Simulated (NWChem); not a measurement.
## Lowest excitation of Cl₂Ge

```xyz
3

Ge     0.0000     0.0000    -0.7250
Cl    -1.7098     0.0000     0.6823
Cl     1.7098     0.0000     0.6823
```
Charge 0, spin multiplicity 1.

The numbers come from NWChem runs, not from measurements. Structure: optimised with PBE/def2-SVP, a minimum by its harmonic frequencies.

Basis set: def2-SVPD.

Relative cost: rough, from shared machines, SCF included, TD-PBE = 1.

The Hamiltonian is non-relativistic. The correlated methods keep 19 core orbitals frozen. B3LYP has NWChem's definition, with VWN1-RPA local correlation. The structure started from a generated list of species. Coupled-cluster values serve here as a point of comparison, not as the truth.

```
method        lowest vertical singlet excitation energy (eV)  relative cost
------------  ----------------------------------------------  -------------
TD-PBE                                            (withheld)              1
CIS                                               (withheld)        under 3
TD-B3LYP                                          (withheld)        under 3
TD-BHandHLYP                                            4.01        under 3
EOM-CCSD                                                4.01              3
```

Question: Some entries are withheld; supply them.

Answer: 
- TD-PBE, lowest vertical singlet excitation energy (eV): 3.65
- CIS, lowest vertical singlet excitation energy (eV): 4.38
- TD-B3LYP, lowest vertical singlet excitation energy (eV): 3.80
